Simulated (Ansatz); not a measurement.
Species: HAlCl2, SMILES `[Cl][AlH][Cl]` (charge 0, multiplicity 1), formula HAlCl₂.

**Question.** How many basis functions does frozen-core CCSD(T)/cc-pVTZ // PBE0-D3(BJ)/def2-TZVP in Ansatz (a first-principles code) use, how many core orbitals are frozen, and how many electrons are correlated?

**Answer.** 116 basis functions and 15 frozen orbitals, which leaves 18 correlated electrons. Core time is of the order of seconds.
